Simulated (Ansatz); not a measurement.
A nudged elastic band was laid between two geometries of CH₇BFNOSi (13 atoms, charge 0, multiplicity 1).

Method: Ansatz 0.2.0, RKS revPBE/6-31G.

| Item | Value |
| --- | --- |
| movable images | 9 |
| climbing image | yes |
| spring | 5.0 eV/Å² |
| optimiser | quadratic models (default) |
| start path | through a guess of the saddle point |
| force threshold | 0.05 eV/Å |
| iteration limit | 33 |
| end points | relaxed |

Initial state:

```xyz
13
Properties=species:S:1:pos:R:3
N -0.458 -2.438 0.227
B -0.086 -1.441 1.166
O 0.130 -0.085 0.831
C -0.015 0.416 -0.554
Si 0.410 2.291 -0.360
F 0.291 3.054 -1.907
H -0.604 -2.280 -0.767
H -0.601 -3.400 0.521
H 0.066 -1.712 2.326
H 0.687 -0.096 -1.240
H -1.046 0.265 -0.928
H -0.587 2.947 0.568
H 1.831 2.443 0.133
```

Final state:

```xyz
13
Properties=species:S:1:pos:R:3
N 0.065 -2.512 1.120
B -0.527 -1.449 0.400
O 0.325 -0.560 -0.295
C -0.208 0.582 -1.059
Si 0.548 2.133 -0.182
F 0.008 3.577 -0.967
H 1.072 -2.658 1.152
H -0.488 -3.190 1.635
H -1.725 -1.303 0.376
H 0.133 0.491 -2.104
H -1.314 0.595 -1.050
H 0.073 2.166 1.255
H 2.058 2.093 -0.265
```

Question: What changes between the two ends?

Answer: No bond is made or broken. The dihedral N1–B2–O3–C4 goes from 0 to -179°.

Question: What energy profile does the band end with?

Answer: The forces met the threshold. The highest image is number 4 of 0 to 10, 7.9 kcal/mol above the first end and 9.4 kcal/mol above the last; the last end lies 1.6 kcal/mol below the first. A vibrational analysis at the climbing image gives one clearly imaginary mode, 208i cm⁻¹: a first-order saddle point. Limits of this set-up: no polarisation functions.

| image | path coordinate (Å) | energy (kcal/mol) | dihedral N1–B2–O3–C4 (°) |
| --- | --- | --- | --- |
| 0 | 0.00 | 0.0 | 0 |
| 1 | 0.80 | 0.2 | 0 |
| 2 | 1.60 | 1.0 | 7 |
| 3 | 2.40 | 4.4 | 37 |
| 4 | 3.20 | 7.9 | 85 |
| 5 | 3.76 | 6.2 | 113 |
| 6 | 4.32 | 3.2 | 136 |
| 7 | 4.87 | 0.7 | 154 |
| 8 | 5.43 | -0.6 | 168 |
| 9 | 5.99 | -1.3 | 175 |
| 10 | 6.54 | -1.6 | -179 |

Question: What is the geometry of the highest image?

Answer: 
```xyz
13
Properties=species:S:1:pos:R:3
N -0.025 -2.664 0.415
B -0.427 -1.429 0.971
O 0.157 -0.206 0.523
C -0.276 0.571 -0.646
Si 0.565 2.283 -0.326
F 0.237 3.346 -1.651
H 0.675 -2.745 -0.321
H -0.387 -3.551 0.759
H -1.235 -1.417 1.870
H 0.063 0.106 -1.592
H -1.378 0.665 -0.686
H -0.011 2.902 0.928
H 2.064 2.104 -0.228
```

Question: What are the harmonic wavenumbers there?

Answer: 208i, 21, 76, 87, 186, 232, 414, 481, 626, 681, 691, 705, 754, 765, 845, 864, 899, 914, 940, 1107, 1151, 1174, 1274, 1363, 1483, 1636, 2135, 2160, 2573, 2955, 3011, 3497, 3614 cm⁻¹.

Run time: 6.1 min on 1 CPU thread of a shared host.
